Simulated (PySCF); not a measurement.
## Identify the compound

The spectra below were simulated for a compound C4H11ClOSi2.

¹H NMR (500 MHz, computed): δ 5.43 (s, 3H), 4.96 (d, 2H), 4.53 (m, 1H), 2.68 (m, 2H), 2.39 (m, 2H), 1.32 (m, 1H).

¹³C{¹H} NMR (computed): δ 56.5 (CH), 36.5 (CH2), 16.4 (CH).

Theoretical values (PySCF 2.14): GFN2-xTB geometry, NMR shieldings at PBE0/pcSseg-1/GIAO. Rapidly exchanging positions averaged, gas phase, single conformer, relativity neglected.

Chemical shifts δ = σref − σ; ¹H (31.72 ppm), ¹³C (186.93 ppm) against TMS, all at this level.

Problem. What is the structure?

Solution. 
1. The formula gives 1 degree of unsaturation (1 ring in the answer).
2. 3 carbon signals for 4 carbons: some carbons are equivalent by symmetry or fast rotation.
3. Carbon types of the structure: 2 × CH, 2 × CH2, leaving 5 H on heteroatoms.
4. δC 56.5: sp3 CH bonded to Cl; deshielded by the electronegative neighbour.
5. δC 36.5: sp3 CH2 in a ring; aliphatic region, no heteroatom directly attached.
6. δH 5.43: hydrogen on a silicon bonded to O.
7. δH 4.96: hydrogen on a silicon bonded to C, O.
8. δH 4.53: hydrogen on an sp3 CH bonded to Cl; its carbon carries Cl, which withdraws density.
9. δH 2.68, 2.39: hydrogen on an sp3 CH2 in a ring.
10. δH 1.32: hydrogen on an sp3 CH bonded to Si.

These data were computed for `[SiH3]O[SiH2][C@H]1C[C@@H](Cl)C1`.

The shifts were computed for this structure.

Carbons that carry Cl, above all several Cl atoms, come out too deshielded, partly because spin–orbit coupling is missing. Shifts are as computed. Against solution values, carbons near 30 ppm lie about +3 ppm off and those near 130 ppm about +5 ppm; carbons on Cl a further +6 ppm. Of 1309 compounds with measured shifts, 239 miss one by over three times the rms of a fit or turn the order of signals round; such compounds aren't used in these exercises. Multiplicities follow the n + 1 count of equivalent neighbours, as no J values were calculated; m marks all less simple cases, F and P coupling included.
